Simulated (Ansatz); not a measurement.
`BN([SiH2])[SiH2]Cl`, charge 0, multiplicity 2.

(1) Give a relaxed structure at PBE0-D4/def2-TZVP (Ansatz 0.2.0). (Best estimate.)

## Answers

(1) The calculation gave: 
Cartesian coordinates in Å:
```
B -0.577 -1.294 -0.848
N 0.044 -0.144 -0.303
Si 0.244 1.283 -1.313
Si 0.593 -0.143 1.347
Cl -0.761 0.822 2.548
H -0.732 -2.267 -0.167
H -0.937 -1.280 -1.992
H 0.524 2.439 -0.415
H -0.987 1.505 -2.116
H 0.726 -1.534 1.822
H 1.862 0.612 1.436
```
This is one stationary point; other conformers may exist.
